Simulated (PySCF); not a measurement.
Cl2GeH4Si, SMILES Cl[SiH](Cl)[GeH3].

Geometry: PBE-D3(BJ)/def2-SVP. The structure was generated by enumeration, and PubChem lists no compound with its InChIKey, so it may never have been made.

Level of theory: PBE-D3(BJ)/def2-SVP run with PySCF.

Frequencies are harmonic and unscaled.

Task: List the normal modes with their intensities. (Estimate from the structure and the level; the computed values follow.)

Result: 
```tsv
mode	ν (cm⁻¹)	IR (km/mol)	moving atoms (share of kinetic energy)
1	88	0.5	Cl 53 %, H 22 %, Ge 14 %, Si 11 %
2	100	0.1	H 83 %, Cl 12 %
3	120	4.1	Cl 54 %, Ge 31 %, Si 9 %
4	182	3.9	Cl 65 %, Si 29 %
5	325	7.3	Si 41 %, Ge 23 %, H 20 %, Cl 16 %
6	446	22.8	H 88 %
7	459	13.6	H 73 %, Si 20 %
8	519	56.0	Si 52 %, Cl 41 %
9	567	78.3	Si 56 %, Cl 35 %, H 8 %
10	716	292.8	H 92 %
11	767	69.3	H 92 %
12	777	11.4	H 93 %
13	847	43.0	H 99 %
14	848	29.6	H 99 %
15	2078	57.4	H 100 %
16	2095	90.7	H 98 %
17	2103	68.7	H 98 %
18	2176	97.5	H 97 %
```
